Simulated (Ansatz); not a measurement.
`[SH][SnH]([Cl])[Cl]` + H₂O → `[OH][SnH]([Cl])[Cl]` + H₂S  (formal hydrolysis of the Sn–S bond)

Computed with Ansatz on PBE0-D4/def2-TZVP structures; ΔE is electronic, products minus reactants. CCSD(T)/CBS adds triple-zeta CCSD(T) − MP2 to the extrapolated MP2 energy (def2 sets, frozen cores). This one scheme is used for every species. Functionals use def2-TZVPP. B3LYP here is the variant with VWN-RPA as its local correlation; programs differ in this. def2 core potentials past Kr. For Sn outer-core shells are correlated without core-valence functions, which leaves a few kJ/mol of doubt a bond. One conformer a species, not always the lowest.

```json
{"species": "`[SH][SnH]([Cl])[Cl]`", "B3LYP energy (Eh)": "-1534.37025"}
{"species": "H₂O", "B3LYP energy (Eh)": "-76.46667"}
{"species": "`[OH][SnH]([Cl])[Cl]`", "B3LYP energy (Eh)": "-1211.39894"}
{"species": "H₂S", "B3LYP energy (Eh)": "-399.42676"}
```

Problem. Work out ΔE.

Solution. ΔE = (-1211.39894) + (-399.42676) − (-1534.37025) − (-76.46667) = 0.01122 Eh = +29.5 kJ/mol. CCSD(T)/CBS gives +36.8 kJ/mol.

Largest T1 diagnostic among the species: 0.012.

Leaving LDA and LC-ωPBE aside and taking each functional with its dispersion term where it has one, the values, not all of them listed here, spread over 13.5 kJ/mol, from CAM-B3LYP-D4 to HSE06-D4. In def2-TZVPP, CCSD(T) changes the Hartree–Fock value by +3.3 kJ/mol (the triples alone add +0.5 kJ/mol) and MP2 by +8.1 kJ/mol. From PBE to PBE0 (25 % exact exchange), in def2-TZVPP and without D4, ΔE moves by +4.1 kJ/mol.
